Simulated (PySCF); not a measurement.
# Pt+ (platinum, charge +1): UHF calculation

Configuration: [Xe] 4f14 5d9, 2D determinant. Calculation: PySCF 2.14, in def2-SVP with the def2 core potential (60 electrons); scalar relativity through the core potential.

- Total energy: -118.114988 hartree
- One-electron energy: -203.1361 hartree
- Hartree (Coulomb) energy: 95.7186 hartree
- Exchange energy: -10.6975 hartree
- ⟨S²⟩: 0.8970
- ⟨L²⟩: 6.499
- Sum of ⟨r⟩: 23.66 bohr
- Sum of ⟨r²⟩: 39.47 bohr²
- Traceless quadrupole moment −½Σ⟨3z² − r²⟩ along its main axis: -0.593 e·bohr²
- Time after the integrals: 0.13 s of wall time on 1 thread of Neoverse-V1 (shared host)

```json
{"shell": "5s α", "electrons": "1", "mean orbital energy (hartree)": "-4.76924", "spread (hartree)": "0", "rms radius, mean of both spins (bohr)": "1.04"}
{"shell": "5s β", "electrons": "1", "mean orbital energy (hartree)": "-4.71496", "spread (hartree)": "0", "rms radius, mean of both spins (bohr)": "1.04"}
{"shell": "5p α", "electrons": "3", "mean orbital energy (hartree)": "-2.88485", "spread (hartree)": "0.05772", "rms radius, mean of both spins (bohr)": "1.20"}
{"shell": "5p β", "electrons": "3", "mean orbital energy (hartree)": "-2.81013", "spread (hartree)": "0.03923", "rms radius, mean of both spins (bohr)": "1.20"}
{"shell": "5d α", "electrons": "5", "mean orbital energy (hartree)": "-0.74030", "spread (hartree)": "0.07677", "rms radius, mean of both spins (bohr)": "1.78"}
{"shell": "5d β", "electrons": "4", "mean orbital energy (hartree)": "-0.70583", "spread (hartree)": "0.03396", "rms radius, mean of both spins (bohr)": "1.78"}
```

Energies and moments cover only the electrons outside the core potential. Spin-orbit coupling, absent here, splits the open shell strongly. ⟨S²⟩ = 0.90 against 0.75 shows spin contamination.
